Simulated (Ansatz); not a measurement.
C₃H₉InOS, SMILES `C[CH](C)[In]([OH])[SH]`, relaxed with RKS PBE0-D4/def2-TZVP in Ansatz from a GFN2-xTB geometry. The force threshold is 0.005 eV/Å; the program also tests the step.

The species carries charge 0 and has multiplicity 1. In takes the def2 core potential.

Start:

```xyz
15

C    -0.863    0.023    1.611
C    -0.744   -0.569    0.226
C    -1.689    0.063   -0.773
In    1.420   -0.292   -0.549
O     2.472    1.333   -0.141
S     2.901   -1.542   -2.026
H    -1.876   -0.123    1.993
H    -0.662    1.095    1.595
H    -0.165   -0.454    2.302
H    -0.882   -1.651    0.252
H    -1.515    1.138   -0.847
H    -1.563   -0.380   -1.762
H    -2.723   -0.092   -0.458
H     2.129    1.998    0.450
H     3.760   -0.547   -1.873
```

```csv
step,energy (eV),largest force (eV/Å),largest move (Å)
1,-21308.2253,0.911,0.000
2,-21308.2702,0.926,0.191
3,-21308.3558,0.586,0.197
4 (rejected),-21308.3239,0.545,0.125
5,-21308.3745,0.091,0.062
6,-21308.3762,0.044,0.029
7,-21308.3772,0.054,0.040
8,-21308.3776,0.029,0.030
9,-21308.3777,0.013,0.020
10,-21308.3779,0.018,0.022
11,-21308.3785,0.062,0.121
13,-21308.3798,0.128,0.178
15,-21308.3810,0.045,0.041
17 (rejected),-21308.3813,0.152,0.196
19,-21308.3830,0.067,0.097
21,-21308.3837,0.076,0.057
23 (rejected),-21308.3839,0.082,0.045
25,-21308.3844,0.017,0.042
27,-21308.3845,0.024,0.031
29,-21308.3846,0.019,0.035
31,-21308.3847,0.013,0.032
33,-21308.3847,0.004,0.008
```

End:

```xyz
15

C    -0.886    0.373    1.482
C    -0.625   -0.478    0.248
C    -1.661   -0.244   -0.842
In    1.388   -0.176   -0.500
O     2.789    0.849    0.486
S     2.355   -0.908   -2.551
H    -1.891    0.177    1.877
H    -0.836    1.442    1.257
H    -0.176    0.170    2.288
H    -0.646   -1.535    0.533
H    -1.663    0.794   -1.187
H    -1.499   -0.881   -1.715
H    -2.668   -0.455   -0.462
H     2.490    1.198    1.329
H     3.529   -0.328   -2.243
```

It took 97 s on 2 threads of an AMD EPYC 7R13 on a shared host and a share of an NVIDIA H100 80 GB, with 0.91 GiB of host memory at the peak.
